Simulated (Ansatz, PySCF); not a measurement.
System: SbH3 (charge +1, doublet). 
Geometry from a B3LYP-D3(BJ)/def2-TZVP (Ansatz, a quantum-chemistry and plane-wave program) optimisation:
```
Sb
H 1 1.6833
H 1 1.6833 2 109.81
H 1 1.6833 2 109.81 3 -120.83
```
Charge +1, spin multiplicity 2.

Total electronic energies in hartree. Correlated levels leave the core frozen unless marked. UHF or UKS for open shells. No spin-orbit coupling. Frozen are the shells of the preceding noble gas and the d and f shells that filled before the atom's block. Past Kr the def2 sets carry scalar-relativistic core potentials. STO-3G rows are all-electron and non-relativistic. Basis-set limits of correlation are two-point, X^-3; Hartree-Fock from the larger set.

```
level                                        program  energy (Eh)
------------------------------------  --------------  -----------
HF/def2-QZVPPD                                Ansatz   -240.68001
B3LYP/def2-TZVPD                              Ansatz   -241.77207
TPSSh-D3(BJ)/def2-TZVPD                PySCF + dftd3   -241.61498
HSE06-D4/def2-TZVPD                   Ansatz + dftd4   -241.68791
wB97X-V/def2-TZVPD                            Ansatz   -241.66648
MP2/STO-3G                                    Ansatz  -6252.90333
SCS-MP2/def2-QZVPP                            Ansatz   -240.80992
CCSD/def2-TZVPPD                              Ansatz   -240.81354
CCSD(T)/CBS(def2-TZVPPD,def2-QZVPPD)          Ansatz    -240.8311
```

Totals of different functionals don't rank their quality; only differences between species are comparable.
